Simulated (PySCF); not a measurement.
C3H7NSi, SMILES NC=C=C[SiH3].

The structure is a stationary point at PBE0-D3(BJ)/def2-SVP. The structure was generated by enumeration; whether it is a known compound was not checked. The values are those of a single conformer.

The numbers are results of TDA-PBE/def2-SVPD (PySCF 2.14.0), not measurements.

Vertical excitations. The molecule is in vacuum.

```csv
state,energy (eV),λ (nm),f,main pairs
S1,3.64,340,0.000,HOMO→LUMO 100 %
S2,4.81,258,0.001,HOMO→LUMO+2 96 %
S3,5.38,231,0.053,"HOMO→LUMO+3 58 %, HOMO→LUMO+1 19 %, HOMO→LUMO+5 14 %"
S4,5.38,230,0.092,"HOMO→LUMO+3 41 %, HOMO→LUMO+1 24 %, HOMO→LUMO+5 18 %, HOMO→LUMO+4 12 %"
S5,5.57,223,0.001,"HOMO→LUMO+4 75 %, HOMO→LUMO+5 23 %"
S6,5.79,214,0.006,HOMO→LUMO+6 89 %
S7,6.00,207,0.009,HOMO→LUMO+7 76 %
S8,6.13,202,0.019,"HOMO−1→LUMO 25 %, HOMO→LUMO+7 18 %, HOMO→LUMO+5 16 %, HOMO→LUMO+1 10 %"
S9,6.38,194,0.304,"HOMO→LUMO+8 46 %, HOMO−1→LUMO+2 15 %, HOMO−1→LUMO 13 %, HOMO−1→LUMO+1 7 %"
S10,6.43,193,0.013,HOMO−1→LUMO+1 84 %
T1,3.27,379,0,HOMO→LUMO 100 %
T2,4.00,310,0,HOMO→LUMO+1 91 %
T3,4.41,281,0,HOMO−1→LUMO 93 %
T4,4.70,264,0,HOMO→LUMO+2 97 %
```
Triplets are in the Tamm–Dancoff approximation.
